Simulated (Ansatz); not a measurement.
A made-up structure of SiH$_{3}$SeO (charge -1), closed shell:

Si1  (-0.213, 0.334, -0.185)
O2  (-0.162, -1.287, -0.125)
Se3  (1.244, -1.738, 1.079)
H4  (1.552, -2.042, 2.525)
H5  (1.012, 0.996, -0.731)
H6  (-0.552, 1.014, 1.103)
(Å)

It is relaxed with PBE-D4/def2-SVPD and then PBE0-D4/def2-TZVPD (Ansatz 0.2.0). Atoms count as bonded within 1.22 times the sum of their covalent radii (H–H: 0.88 Å). The end point is not checked to be a true minimum.

(1) Does its bonding change? (Judge from chemistry; the calculation decides.)

## Answers

(1) Computed: Yes. Formed: Si1–Se3; broken: O2–Se3.

Where it ends: The first stage lowers the energy by 3.72 eV in 21 steps. It ends as SiH₃SeO ([O][SiH2][SeH]), total charge -1:
Si1  (0.130, -0.125, 0.152)
O2  (-0.926, -1.046, -0.513)
Se3  (1.946, -1.195, 1.285)
H4  (1.078, -1.910, 2.231)
H5  (1.012, 0.742, -0.724)
H6  (-0.358, 0.811, 1.235)
(Å)

Labels in which every atom is bracketed show which atoms are joined, not bond orders.

For scale, one of the runs: PBE0-D4/def2-TZVPD relaxation, 167 basis functions, launched by `ansatz run in.yaml --threads 2 --pin off --events-out ev --progress --plain --max-ram 4352MiB`. The run took about 36 s on 2 CPU threads of an Arm Neoverse V1 (shared host).
